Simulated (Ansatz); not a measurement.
The Se3–H4 bond of H2SeZn (SMILES [ZnH][SeH]) is stretched (multiplicity 1, the rest rigid).
Geometry at rest (charge 0, multiplicity 1):
```xyz
4

Zn    -0.70919    -0.50984    -0.82880
H     -1.61369    -1.16460    -1.88282
Se     0.65396     0.50525     0.74073
H      0.65501    -0.71868     1.56184
```

Frozen-core correlation. Filled d and f shells under p-block atoms count as core.

Programs: Ansatz (Gaussian basis) for Hartree–Fock, density functionals and correlated methods. 

FIC-MRCISD+Q on CASSCF(4,3)/def2-TZVPP, total energies (hartree):

```json
[
 {"R (Å)": "1.474", "CASSCF": "-4178.853922", "MRCISD": "-4179.415105", "weight c² of the reference": "0.90303"},
 {"R (Å)": "2.579", "CASSCF": "-4178.763443", "MRCISD": "-4179.313256", "weight c² of the reference": "0.90393"},
 {"R (Å)": "4.716", "CASSCF": "-4178.740094", "MRCISD": "-4179.286825", "weight c² of the reference": "0.90496"}
]
```

Add the Davidson correction (E_MRCISD − E_CASSCF)(1 − c²)/c² and give the energies above the first point at the three levels.


Corrections (hartree): -0.060261, -0.058437, -0.057416. Above the first point (kcal/mol):
- R = 2.579 Å: CASSCF 56.8, MRCISD 63.9, with the correction 65.1
- R = 4.716 Å: CASSCF 71.4, MRCISD 80.5, with the correction 82.3

Doubts at one or more of the structures used: active orbitals that take no part (FIC-MRCISD+Q on CASSCF(4,3)/def2-TZVPP).

Ansatz is an electronic-structure program.
